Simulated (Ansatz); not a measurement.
Program: Ansatz. Geometries: PBE0-D4/def2-TZVP. ΔE: electronic, gas phase. CCSD(T)/CBS adds triple-zeta CCSD(T) − MP2 to the extrapolated MP2 energy (def2 sets, frozen cores). This one scheme is used for every species. Functionals use def2-TZVPP. B3LYP here is the variant with VWN-RPA as its local correlation; programs differ in this. HSE06 is defined as in plane-wave codes. For Mg outer-core shells are correlated without core-valence functions, which leaves a few kJ/mol of doubt a bond. Each species was taken in one conformer, which may not be the lowest.

Reaction (ligand exchange at the Si–O bond): `[F][Mg][O][SiH3]` + `CCS` → `CCS[SiH3]` + `[OH][Mg][F]`

```csv
level,ΔE (kJ/mol),difference from CCSD(T)/CBS
LDA (SPW92),52.8,-13.8
PBE-D4,49.9,-16.7
revPBE-D4,47.6,-19.0
BLYP-D4,61.0,-5.6
r2SCAN-D4,61.6,-5.0
B97M-V,68.5,1.9
PBE0-D4,55.0,-11.6
B3LYP-D4,64.9,-1.7
r2SCAN0-D4,63.2,-3.4
HSE06-D4,54.9,-11.7
BHLYP-D4,71.7,5.1
CAM-B3LYP-D4,70.4,3.8
ωB97X-V,64.6,-2.0
B2PLYP,70.2,3.6
PBE-QIDH,63.1,-3.5
PBE,53.5,-13.1
revPBE,54.3,-12.3
BLYP,68.1,1.5
r2SCAN,62.6,-4.0
PBE0,58.1,-8.5
B3LYP,70.7,4.1
r2SCANh,63.3,-3.3
r2SCAN0,64.4,-2.2
HSE06,58.0,-8.6
BHLYP,76.8,10.2
CAM-B3LYP,73.8,7.2
LC-ωPBE,62.2,-4.4
RPA@PBE/def2-TZVPP,74.6,8.0
MP2/def2-SVP,68.7,2.1
CCSD/def2-SVP,73.4,6.8
CCSD(T)/def2-SVP,71.3,4.7
HF/def2-TZVPP,87.7,21.1
SCS-MP2/def2-TZVPP,72.3,5.7
CCSD/def2-TZVPP,72.9,6.3
CCSD(T)/def2-TZVPP,69.5,2.9
HF/def2-QZVPP,90.4,23.8
SCS-MP2/def2-QZVPP,71.3,4.7
HF/CBS(def2),90.8,24.2
MP2/CBS(def2),62.4,-4.2
CCSD/CBS(def2),70.0,3.4
CCSD(T)/CBS,66.6,0
```

Largest T1 diagnostic among the species: 0.012.

The D4 term adds −5.8 kJ/mol with B3LYP and −3.2 kJ/mol with PBE0; it sums over pairs of atoms, weighted by their polarisabilities, and B3LYP, whose exchange is more repulsive, gets the larger term. From BLYP to BHLYP (50 % exact exchange), in def2-TZVPP and without D4, ΔE moves by +8.7 kJ/mol.
